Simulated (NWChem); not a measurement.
Species: H₃O cation; SMILES [OH3+]

All runs: NWChem. The level has its own optimisation; frequencies are unscaled.

Task: Estimate the computed values for BP86/def2-TZVP. Quantities: r H–O (Å); highest harmonic frequency (cm⁻¹); lowest (cm⁻¹); zero-point energy (kcal/mol).

Result: The r H–O (Å) is 0.990. The highest harmonic frequency (cm⁻¹) is 3555, the lowest (cm⁻¹) is 830 and the zero-point energy (kcal/mol) is 21.0.
